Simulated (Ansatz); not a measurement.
Ligand exchange: C4H10BCl + C2H4Ge → C4H11B + C2H3ClGe

Gas-phase species: C4H10BCl (chlorodiethylborane) `CCB(Cl)CC`, singlet; C2H4Ge `C#[C][GeH3]`, singlet; C4H11B `CCBCC`, singlet; C2H3ClGe `C#[C][GeH2][Cl]`, singlet. The partners trade Cl for H: B–Cl and Ge–H bonds give way to B–H and Ge–Cl.

Shapes, held fixed at every level: PBE0-D4/def2-TZVP. Flexible molecules stand in one conformer, not always the lowest. Programs: Ansatz 0.2.0. The zero-point and thermal change to 298 K, harmonic and unscaled (PBE0-D4/def2-TZVP), is +1.4 kJ/mol.

Q: Estimate ΔH(298 K) of this reaction.

A: MP2/def2-TZVPP gives ΔH(298 K) = +43.5 kJ/mol; the levels span +20.6 to +58.9. The median of the levels is +43.5. No measured value is set beside it here. Relativity is left out for Ge. Outer-core shells of Ge are correlated, in sets that cover them unevenly.

```csv
level,kind,ΔH(298 K) (kJ/mol)
HF/def2-SVP,Hartree–Fock,+35.4
HF/def2-TZVPP,Hartree–Fock,+20.6
r2SCAN-D4/def2-TZVPP,meta-GGA,+43.5
wB97X-V/def2-TZVPP,range-separated hybrid,+39.6
MP2/def2-SVP,perturbation theory,+58.9
CCSD(T)/def2-SVP,coupled cluster or CI,+58.7
MP2/def2-TZVPP,perturbation theory,+43.5
```
